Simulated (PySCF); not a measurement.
Excitation energy of Os⁺ by level of theory

Os⁺ [Xe] 4f14 5d6 6s1 (6D) → Os⁺ [Xe] 4f14 5d6 6p1 (high-spin determinant), as a difference of total energies. Calculation: PySCF 2.14, in aug-cc-pVTZ-PP with one added diffuse shell each of s, p, d, f, g type with ECP60MDF (7s7p6d4f3g, 113 functions); a scalar-relativistic core potential. Correlated levels: valence: 5s2 5p6 frozen. The calculations carry no spin-orbit coupling.

```json
{"method": "UHF", "excitation energy (eV)": "5.526"}
{"method": "LDA", "excitation energy (eV)": "6.139"}
{"method": "PBE", "excitation energy (eV)": "6.014"}
{"method": "PBE0", "excitation energy (eV)": "5.957"}
{"method": "r2SCAN", "excitation energy (eV)": "6.143"}
{"method": "M06-L", "excitation energy (eV)": "6.006"}
{"method": "PW91", "excitation energy (eV)": "6.031"}
{"method": "M06-2X", "excitation energy (eV)": "6.005"}
{"method": "MP2 (valence)", "excitation energy (eV)": "5.881"}
{"method": "SCS-MP2 (valence)", "excitation energy (eV)": "5.763"}
```

**Question.** How much does correlation contribute at MP2 (valence)?

**Answer.** 5.881 − (5.526) = 0.355 eV, measured against UHF.

The determinant of the upper state mixes LS terms, which raises its energy above the lowest term, most at the Hartree-Fock and MP2 levels.
